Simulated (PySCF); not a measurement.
H3InO2, singlet, geometry from GFN2-xTB (such geometries of metal compounds can be far from the true shape) (core potentials on In), with bond 6-5 at 2.4 times its length; CASSCF(4,6)/def2-SVP in PySCF.

Input for PySCF:
```python
from pyscf import gto, scf, mcscf
import numpy

mol = gto.M(
    atom='''
In   -0.20917303   -0.15298070   -0.12516015
H    -1.40626281   -1.10577389   -0.80961604
O     0.14053792    1.69129429   -0.57012066
H     0.87730361    1.97278393   -0.02328425
O     1.07405160   -0.66832189    1.24141600
H     1.04445895   -2.79571302    2.09094083
''',
    basis='def2-svp',
    ecp={'In': 'def2-svp'},
    verbose=4,
)

mf = scf.RHF(mol)
mf.kernel()
mc = mcscf.CASSCF(mf, 6, 4)
mc.fix_spin_(ss=0.0)
mc = mc.newton()
mc.kernel()
occ = numpy.linalg.eigvalsh(mc.fcisolver.make_rdm1(mc.ci, mc.ncas, mc.nelecas))[::-1]
ss = mc.fcisolver.spin_square(mc.ci, mc.ncas, mc.nelecas)[0]
print('natural occupations', occ.round(4), ' <S^2>', round(ss, 4))
```

Output, abridged:

```
PySCF version 2.14.0

[INPUT] verbose = 4
[INPUT] num. atoms = 6
[INPUT] num. electrons = 40
[INPUT] charge = 0
[INPUT] spin (= nelec alpha-beta = 2S) = 0
[INPUT] symmetry False subgroup None
[INPUT] Mole.unit = angstrom
[INPUT] Symbol           X                Y                Z      unit          X                Y                Z       unit  Magmom
[INPUT]  1 In    -0.209173030000  -0.152980700000  -0.125160150000 AA   -0.395279739345  -0.289091625344  -0.236518405209 Bohr   0.0
[INPUT]  2 H     -1.406262810000  -1.105773890000  -0.809616040000 AA   -2.657451570061  -2.089609807795  -1.529952581655 Bohr   0.0
[INPUT]  3 O      0.140537920000   1.691294290000  -0.570120660000 AA    0.265578178916   3.196083004141  -1.077371905356 Bohr   0.0
[INPUT]  4 H      0.877303610000   1.972783930000  -0.023284250000 AA    1.657863550992   3.728021330643  -0.044000855516 Bohr   0.0
[INPUT]  5 O      1.074051600000  -0.668321890000   1.241416000000 AA    2.029663367651  -1.262945335152   2.345936246653 Bohr   0.0
[INPUT]  6 H      1.044458950000  -2.795713020000   2.090940830000 AA    1.973741363851  -5.283131930681   3.951305511371 Bohr   0.0

nuclear repulsion = 128.471292537271
number of shells = 31
number of NR pGTOs = 130
number of NR cGTOs = 69
basis = def2-svp
ecp = {'In': 'def2-svp'}

******** <class 'pyscf.scf.hf.RHF'> ********
method = RHF
initial guess = minao
damping factor = 0
level_shift factor = 0
DIIS = <class 'pyscf.scf.diis.CDIIS'>
diis_start_cycle = 1
diis_space = 8
diis_damp = 0
SCF conv_tol = 1e-09
SCF conv_tol_grad = None
SCF max_cycles = 50
direct_scf = True
direct_scf_tol = 1e-13
Set gradient conv threshold to 3.16228e-05
Initial guess from minao.
init E= -318.286487886052
  HOMO = -0.786005033660047  LUMO = -0.465244859592406  gap/eV = 8.72833
cycle= 1 E= -339.649641788707  delta_E= -21.4  |g|= 1.49  |ddm|= 11.8
  HOMO = -0.0873771176013423  LUMO = -0.054037557579278  gap/eV = 0.90722
cycle= 2 E= -339.51571471437  delta_E= 0.134  |g|= 1.64  |ddm|=  3.2
  HOMO = -0.366787815049005  LUMO = -0.162679793913039  gap/eV = 5.55406
cycle= 3 E= -340.1697135142  delta_E= -0.654  |g|= 0.612  |ddm|= 1.78
  HOMO = -0.348325040109341  LUMO = -0.111952989100331  gap/eV = 6.43201
cycle= 4 E= -340.273201796525  delta_E= -0.103  |g|= 0.118  |ddm|= 0.517
  HOMO = -0.380795128776924  LUMO = -0.0743920187951765  gap/eV = 8.33765
cycle= 5 E= -340.27827280233  delta_E= -0.00507  |g|= 0.0803  |ddm|= 0.15
  HOMO = -0.376771838231083  LUMO = -0.0645036131007615  gap/eV = 8.49725
cycle= 6 E= -340.279905206523  delta_E= -0.00163  |g|= 0.0494  |ddm|= 0.0669
  HOMO = -0.371483659596361  LUMO = -0.0594734011164917  gap/eV = 8.49023
cycle= 7 E= -340.280724888702  delta_E= -0.00082  |g|= 0.017  |ddm|= 0.056
  HOMO = -0.369206417722303  LUMO = -0.0577807194002133  gap/eV = 8.47432
cycle= 8 E= -340.28089065885  delta_E= -0.000166  |g|= 0.00399  |ddm|= 0.0322
  HOMO = -0.368630657180887  LUMO = -0.0570579138025593  gap/eV = 8.47833
cycle= 9 E= -340.28092556573  delta_E= -3.49e-05  |g|= 0.00282  |ddm|= 0.0127
  HOMO = -0.368135764976579  LUMO = -0.0568187562916229  gap/eV = 8.47137
cycle= 10 E= -340.280956699969  delta_E= -3.11e-05  |g|= 0.00163  |ddm|= 0.0162
  HOMO = -0.367969369169096  LUMO = -0.0568205594854767  gap/eV = 8.46679
cycle= 11 E= -340.280971061259  delta_E= -1.44e-05  |g|= 0.000412  |ddm|= 0.0172
  HOMO = -0.367996858895143  LUMO = -0.0568716220791714  gap/eV = 8.46615
cycle= 12 E= -340.28097159711  delta_E= -5.36e-07  |g|= 0.000156  |ddm|= 0.00308
  HOMO = -0.367990818979056  LUMO = -0.0568649061573012  gap/eV = 8.46617
cycle= 13 E= -340.280971634519  delta_E= -3.74e-08  |g|= 6.21e-05  |ddm|= 0.000808
  HOMO = -0.367984646273698  LUMO = -0.0568551366140788  gap/eV = 8.46627
cycle= 14 E= -340.280971636629  delta_E= -2.11e-09  |g|= 1.24e-05  |ddm|= 0.000157
  HOMO = -0.367986885865484  LUMO = -0.0568579428246494  gap/eV = 8.46625
cycle= 15 E= -340.280971636756  delta_E= -1.27e-10  |g|= 6.62e-06  |ddm|= 3.56e-05
  HOMO = -0.36798640124886  LUMO = -0.0568577311193508  gap/eV = 8.46624
Extra cycle  E= -340.280971636757  delta_E= -1.25e-12  |g|= 7.02e-06  |ddm|= 1.03e-05
converged SCF energy = -340.280971636757

******** <class 'pyscf.mcscf.newton_casscf.CASSCF'> ********
CAS (2e+2e, 6o), ncore = 18, nvir = 45
max_cycle_macro = 50
max_cycle_micro = 10
conv_tol = 1e-07
conv_tol_grad = None
orbital rotation max_stepsize = 0.03
augmented hessian ah_max_cycle = 30
augmented hessian ah_conv_tol = 1e-12
augmented hessian ah_linear dependence = 1e-14
augmented hessian ah_level shift = 1e-08
augmented hessian ah_start_tol = 500
augmented hessian ah_start_cycle = 3
augmented hessian ah_grad_trust_region = 3
kf_trust_region = 3
kf_interval = 5
natorb = False
canonicalization = True
internal_rotation = False
******** <class 'pyscf.fci.addons.SpinPenaltyFCISolver'> ********
max. cycles = 50
conv_tol = 1e-08
davidson only = True
linear dependence = 1e-12
level shift = 0.001
max iter space = 12
nroots = 1
pspace_size = 400
spin = None

WARN: SO-CASSCF (Second order CASSCF) is an experimental feature. Its performance is bad for large systems.

CASCI E = -340.393953593803  dE = -340.39395  S^2 = 0.0000000
Set conv_tol_grad to 0.000316228
macro 1 (18 JK  13 micro), CASSCF E = -340.426920578183  dE = -0.03297  |grad|=0.183  S^2 = 0.0000000
macro 2 (18 JK  14 micro), CASSCF E = -340.442931768312  dE = -0.01601  |grad|=0.0993  S^2 = 0.0000000
macro 3 (21 JK  16 micro), CASSCF E = -340.449642499319  dE = -0.006711  |grad|=0.0325  S^2 = 0.0000000
macro 4 (8 JK  4 micro), CASSCF E = -340.451630377808  dE = -0.001988  |grad|=0.0104  S^2 = 0.0000000
macro 5 (23 JK  18 micro), CASSCF E = -340.452214640728  dE = -0.0005843  |grad|=0.0124  S^2 = 0.0000000
macro 6 (19 JK  14 micro), CASSCF E = -340.452869737592  dE = -0.0006551  |grad|=0.00811  S^2 = 0.0000000
macro 7 (19 JK  14 micro), CASSCF E = -340.453793179857  dE = -0.0009234  |grad|=0.00854  S^2 = 0.0000000
macro 8 (23 JK  18 micro), CASSCF E = -340.454513609804  dE = -0.0007204  |grad|=0.0151  S^2 = 0.0000000
macro 9 (11 JK  7 micro), CASSCF E = -340.454610335064  dE = -9.673e-05  |grad|=0.00261  S^2 = 0.0000000
macro 10 (11 JK  7 micro), CASSCF E = -340.454638216411  dE = -2.788e-05  |grad|=0.00171  S^2 = 0.0000000
macro 11 (27 JK  21 micro), CASSCF E = -340.454642296089  dE = -4.08e-06  |grad|=0.000198  S^2 = 0.0000000
macro 12 (16 JK  12 micro), CASSCF E = -340.454642419065  dE = -1.23e-07  |grad|=6.98e-05  S^2 = 0.0000000
macro 13 (9 JK  6 micro), CASSCF E = -340.454642423657  dE = -4.592e-09  |grad|=3.11e-05  S^2 = 0.0000000
newton CASSCF converged in 13 macro (33 KF 190 Hx) steps
CASSCF canonicalization
Density matrix diagonal elements [1.96688545e+00 1.37781285e+00 6.10952927e-01 1.16873465e-03
 3.01340578e-02 1.30459774e-02]
CASSCF energy = -340.454642423657
CASCI E = -340.454642423657  E(CI) = -5.14572113060717  S^2 = 0.0000000
natural occupations [1.9737e+00 1.3827e+00 6.1340e-01 2.4400e-02 4.6000e-03 1.2000e-03]  <S^2> 0.0
```
